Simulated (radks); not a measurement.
The antimony ion Sb+ inside a hard spherical wall (all orbitals vanish at R), configuration held at [Kr] 4d10 5s2 5p2 and not refilled when levels cross. Method: scalar-relativistic Kohn-Sham, PBEsol, spin-polarised, spherical densities, finite nucleus; open shells are filled with parallel spins first (spin-orbit coupling, left out, can overturn this in heavy ions); Fermi nuclear charge, rms radius 4.6802 fm; computed with a radial shooting solver on a logarithmic mesh with Libxc functionals. Eigenvalues in eV for spin up, with the zero of energy where the potential of the charges vanishes at infinity; a dash marks a level that is unbound or too diffuse for the functional's potential to be trusted. A positive occupied level is held by the wall or, in an anion where self-interaction has pushed it up, behind a barrier. The pressure on the wall is -dE/dV.

R (bohr)  E (hartree)  kinetic (hartree)    e(4p)    e(4d)    e(5s)    e(5p)  e(6s, empty)  e(5d, empty)  pressure (GPa)
free      -6478.16928           6774.586  -110.11  -41.968  -21.294  -12.657        -4.745        -3.739               0
15        -6478.16928           6774.586  -110.11  -41.968  -21.294  -12.657        -4.743        -3.737        < 0.0001
12        -6478.16928           6774.586  -110.11  -41.968  -21.294  -12.657        -4.709        -3.716        < 0.0001
8         -6478.16879           6774.592  -110.08  -41.938  -21.272  -12.631        -3.797        -3.282          0.0298
7         -6478.16675           6774.612  -109.99  -41.851  -21.207  -12.553        -2.660        -2.776           0.195
5         -6478.10813           6775.008  -108.72  -40.619  -20.243  -11.217         6.104         1.076            9.06
3.5       -6477.48014           6777.986  -103.05  -35.231  -14.233   -2.833        40.274        16.505             222
2         -6465.42609           6823.131  -66.715    1.788   61.628   88.077        284.42        133.71           17800
1.5       -6430.35174           6939.014   -6.031   70.210   233.77   273.92        682.31        332.29          146000
